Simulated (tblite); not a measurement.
Compound: C6H16BFN2.
SMILES with atom numbers: `[CH3:1]/[N:2]=[CH:3]\[CH2:4][C:5]([CH3:6])([CH3:7])[B@@H-:8]([NH3+:9])[F:10]` (hydrogens: H11, H12, H13 on C1; H14 on C3; H15, H16 on C4; H17, H18, H19 on C6; H20, H21, H22 on C7; H23 on B8; H24, H25, H26 on N9)
Bond orders are those of one Lewis drawing.

Computed with GFN2-xTB (tblite), gas phase: L-BFGS steps from a force-field or distance-geometry start until the largest atomic force falls under 0.01 eV/Å.

The end geometry, which sets the zero of energy:
```
atom  x, y, z in Å
C1      3.6567    0.8835   -0.2923
N2      2.9958   -0.2649   -0.8511
C3      1.7923   -0.5076   -0.5707
C4      0.9032    0.2773    0.3414
C5     -0.5791   -0.1364    0.3577
C6     -0.6999   -1.5946    0.8196
C7     -1.2713    0.7534    1.4048
B8     -1.2069    0.1152   -1.1402
N9     -2.8309   -0.2599   -1.0846
F10    -1.2592    1.4681   -1.4676
H11     4.6712    0.9112   -0.6888
H12     3.1437    1.8131   -0.5579
H13     3.7027    0.8300    0.7999
H14     1.3782   -1.3893   -1.0433
H15     1.3255    0.2081    1.3538
H16     0.9646    1.3303    0.0474
H17    -1.7398   -1.8602    1.0118
H18    -0.3094   -2.2791    0.0713
H19    -0.1448   -1.7511    1.7442
H20    -0.7558    0.6962    2.3637
H21    -2.3046    0.4470    1.5748
H22    -1.2663    1.7906    1.0775
H23    -0.7489   -0.5270   -2.0306
H24    -3.2351    0.3068   -0.3442
H25    -2.9710   -1.2474   -0.9059
H26    -3.2320    0.0094   -1.9774
```

**Question.** These geometries come from the run, each turned onto the end geometry. Order them by energy, lowest first.
A.
```
atom  x, y, z in Å
C1      3.4686    1.1140   -0.3914
N2      2.9873   -0.1700   -0.8386
C3      1.8498   -0.5698   -0.4708
C4      0.9005    0.1653    0.4156
C5     -0.5518   -0.3427    0.4063
C6     -0.6234   -1.8046    0.8900
C7     -1.3143    0.5531    1.3906
B8     -1.1360   -0.1386   -1.1215
N9     -2.7834    0.2191   -1.1016
F10    -0.7014    1.0589   -1.6955
H11     4.4970    1.2524   -0.7288
H12     2.8672    1.9277   -0.8100
H13     3.4389    1.2098    0.7004
H14     1.5355   -1.5349   -0.8462
H15     1.3205    0.1533    1.4301
H16     0.9037    1.2099    0.0894
H17    -1.6077   -2.0157    1.3280
H18    -0.4769   -2.5066    0.0656
H19     0.1453   -2.0177    1.6416
H20    -0.9102    0.5017    2.4000
H21    -2.3625    0.2677    1.4376
H22    -1.2376    1.5848    1.0565
H23    -0.9594   -1.0603   -1.8580
H24    -2.8788    1.1289   -0.6496
H25    -3.3616   -0.4803   -0.6448
H26    -3.0307    0.3174   -2.0817
```
B.
```
atom  x, y, z in Å
C1      3.4137    1.1553   -0.5617
N2      2.8390   -0.1256   -0.8624
C3      1.7254   -0.4683   -0.3948
C4      0.7981    0.2433    0.5410
C5     -0.5974   -0.4039    0.4774
C6     -0.4898   -1.8489    1.0321
C7     -1.5463    0.3418    1.4374
B8     -1.0853   -0.3228   -1.1111
N9     -2.5144    0.5623   -1.2627
F10    -0.2597    0.5036   -1.8770
H11     4.4442    1.1647   -0.9151
H12     2.8736    1.9373   -1.1004
H13     3.4179    1.3954    0.5067
H14     1.3706   -1.4356   -0.7155
H15     1.2038    0.1847    1.5536
H16     0.7390    1.3000    0.2808
H17    -1.0811   -1.9541    1.9430
H18    -0.8360   -2.5919    0.3179
H19     0.5384   -2.1018    1.2858
H20    -1.2047    0.2315    2.4708
H21    -2.5539   -0.0792    1.3701
H22    -1.5931    1.4111    1.2244
H23    -1.3091   -1.3437   -1.6823
H24    -2.3464    1.4488   -0.7951
H25    -3.3403    0.1088   -0.8871
H26    -2.6273    0.7097   -2.2626
```
C.
```
atom  x, y, z in Å
C1      3.5918    0.9870   -0.3651
N2      2.9914   -0.2226   -0.8609
C3      1.8167   -0.5357   -0.5339
C4      0.9097    0.2070    0.3955
C5     -0.5703   -0.2129    0.3720
C6     -0.7118   -1.6717    0.8255
C7     -1.2932    0.6739    1.4017
B8     -1.1448    0.0494   -1.1442
N9     -2.8054   -0.0808   -1.0689
F10    -1.0033    1.3789   -1.5344
H11     4.6029    1.0465   -0.7684
H12     3.0295    1.8679   -0.6908
H13     3.6357    1.0049    0.7289
H14     1.4470   -1.4527   -0.9751
H15     1.3206    0.0991    1.4081
H16     0.9664    1.2706    0.1439
H17    -1.7611   -1.9670    0.8826
H18    -0.2165   -2.3503    0.1359
H19    -0.2740   -1.8105    1.8141
H20    -0.7870    0.6341    2.3661
H21    -2.3197    0.3448    1.5661
H22    -1.2985    1.7102    1.0691
H23    -0.7801   -0.6962   -1.9942
H24    -3.1164    0.7135   -0.5167
H25    -3.0745   -0.9549   -0.6337
H26    -3.1763   -0.0098   -2.0097
```
D.
```
atom  x, y, z in Å
C1      3.5697    1.0179   -0.3849
N2      2.9966   -0.2234   -0.8329
C3      1.8285   -0.5492   -0.4951
C4      0.9028    0.2053    0.4073
C5     -0.5739   -0.2316    0.3755
C6     -0.6730   -1.6942    0.8236
C7     -1.3053    0.6333    1.4196
B8     -1.1491    0.0010   -1.1487
N9     -2.8219    0.0094   -1.0870
F10    -0.9141    1.2921   -1.6143
H11     4.5792    1.0831   -0.7899
H12     2.9888    1.8732   -0.7444
H13     3.6189    1.0775    0.7071
H14     1.4793   -1.4947   -0.8916
H15     1.3034    0.1187    1.4274
H16     0.9482    1.2641    0.1402
H17    -1.7123   -2.0168    0.9048
H18    -0.1747   -2.3497    0.1154
H19    -0.1997   -1.8237    1.7981
H20    -0.8209    0.5396    2.3922
H21    -2.3450    0.3284    1.5487
H22    -1.2758    1.6845    1.1379
H23    -0.8503   -0.8232   -1.9540
H24    -3.0775    0.8585   -0.5910
H25    -3.1760   -0.8125   -0.6098
H26    -3.1671    0.0549   -2.0406
```
E.
```
atom  x, y, z in Å
C1      3.2990    1.0932   -0.5860
N2      2.6532   -0.1301   -0.9182
C3      1.5617   -0.5179   -0.4198
C4      0.7832    0.3087    0.5456
C5     -0.6204   -0.3197    0.5300
C6     -0.4204   -1.7732    0.9437
C7     -1.5923    0.3378    1.4361
B8     -1.0574   -0.2467   -1.0171
N9     -2.3510    0.5209   -1.2035
F10    -0.0416    0.4658   -1.7787
H11     4.3342    1.0140   -0.9453
H12     2.8388    1.9568   -1.1298
H13     3.3517    1.2879    0.5152
H14     1.1738   -1.4810   -0.7524
H15     1.1847    0.2714    1.5776
H16     0.6812    1.3329    0.1556
H17    -0.9721   -1.9822    1.9008
H18    -0.8138   -2.4967    0.2028
H19     0.6515   -1.9382    1.1864
H20    -1.3740    0.1813    2.5121
H21    -2.5979   -0.1509    1.2758
H22    -1.6844    1.4357    1.2817
H23    -1.1095   -1.3511   -1.4351
H24    -2.2570    1.4838   -0.7894
H25    -3.1747    0.0241   -0.8389
H26    -2.4675    0.6961   -2.2358
```

**Answer.** C (0.011 eV), D (0.024 eV), A (0.135 eV), B (0.321 eV), E (1.317 eV).

In the order of the answer:

| step | E above end (eV) | largest force (eV/Å) | rms force component (eV/Å) | rms distance from end (Å) | rms bond change (Å) | bond most changed (Å) |
| --- | --- | --- | --- | --- | --- | --- |
| 110 | 0.011 | 0.04 | 0.015 | 0.178 | 0.001 | B8–H23 -0.001 |
| 85 | 0.024 | 0.06 | 0.021 | 0.246 | 0.002 | B8–N9 +0.006 |
| 69 | 0.135 | 0.29 | 0.079 | 0.417 | 0.005 | B8–N9 +0.018 |
| 16 | 0.321 | 0.21 | 0.072 | 0.764 | 0.007 | C5–B8 +0.020 |
| 0 | 1.317 | 3.06 | 0.746 | 0.801 | 0.040 | B8–N9 -0.152 |

What follows is the cost of the whole relaxation. The run took 2.7 s wall on one thread of an Arm Neoverse N1, shared host with 64 logical CPUs at a one-minute load of 61.
